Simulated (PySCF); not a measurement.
## Working out the ionisation energy of Ti

Ti [Ar] 3d2 4s2 (3F) → Ti⁺ [Ar] 3d2 4s1 (4F). Computed with PySCF 2.14 in aug-cc-pVTZ-DK, with the spin-free X2C one-electron Hamiltonian (Gaussian nucleus). Frozen: [Ar]. Energies in hartree (1 hartree = 27.21139 eV):

| part | Ti (lower) | Ti⁺ (upper) |
| --- | --- | --- |
| UHF | -852.747548 | -852.543319 |
| MP2 opposite-spin | -0.030622 | 0.000000 |
| MP2 same-spin | -0.010714 | -0.011168 |

Q: What does Hartree-Fock give?

A: (-852.543319) − (-852.747548) = 0.204229 hartree = 5.557 eV.

Q: What do MP2 and SCS-MP2 (6/5 opposite-spin, 1/3 same-spin) give?

A: The opposite-spin parts differ by 0.833 eV and the same-spin parts by -0.012 eV. MP2: 5.557 + (0.833) + (-0.012) = 6.378 eV. SCS-MP2: 5.557 + 1.2 × (0.833) + (-0.012)/3 = 6.553 eV.

Measured between the centres of the two terms (NIST): 6.828 eV, so MP2 (valence) is off by -0.450 eV.

What remains against the reference includes basis incompleteness, the frozen core and correlation beyond second order.
